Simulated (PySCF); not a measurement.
GeClBr, SMILES [Cl][Ge][Br] (connectivity only; charge and spin as stated), neutral, multiplicity 1. Coordinates come from a PBE-D3(BJ)/def2-TZVP optimisation.

TDA-CAM-B3LYP/def2-SVPD (PySCF) puts the lowest singlet excitations at 3.74, 4.14, 4.85, 5.51, 5.79, 6.23 eV.

Question: What are the lowest excitation roots from ADC(2)/aug-cc-pVDZ in PySCF? (An estimate is asked for; the answer gives what the named calculation found.)

Answer: 3.65, 4.19, 4.66, 5.69, 5.70, 6.29 eV. S1 differs by -0.09 eV (second minus first; roots are paired by order, and the bases may differ).
